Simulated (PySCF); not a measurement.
AlH₂, SMILES [AlH2-] (connectivity only; charge and spin as stated), charge -1, multiplicity 1.

Geometry optimised at B3LYP-D3(BJ)/def2-TZVPD.

Method: B3LYP/def2-TZVPD run with PySCF.

The molecule is in vacuum. A positive occupied level means that this level leaves the electron formally unbound; only the finite basis holds it.

total energy: -243.62809 hartree
point group: C2v
highest occupied level: 0.72 eV
lowest empty level: 3.35 eV
orbital gap: 2.64 eV
dipole moment about the centre of nuclear charge: 0.53 D
mean static polarisability: 96.2 bohr³ (14.25 Å³)
polarisability, principal values: 86.0, 92.0, 110.5 bohr³
